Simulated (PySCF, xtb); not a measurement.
allyl radical (C3H5), SMILES [CH2]C=C, multiplicity 2.

Harmonic wavenumbers (cm⁻¹) from GFN2-xTB (xtb) at its own minimum, in rising order: 426, 512, 513, 762, 780, 910, 993, 1034, 1264, 1271, 1373, 1467, 1489, 3046, 3113, 3117, 3149, 3157.

### Question
What does ωB97X-D3(BJ)/def2-TZVP (PySCF) give at its own minimum? (The exact figures need the calculation; the answer reports its results.)

### Answer
432, 536, 561, 808, 833, 940, 1023, 1048, 1189, 1287, 1426, 1517, 1531, 3166, 3167, 3175, 3266, 3269. Paired by order, the mean absolute difference is 53 cm⁻¹ and the zero-point energies are 40.6 and 41.7 kcal/mol.
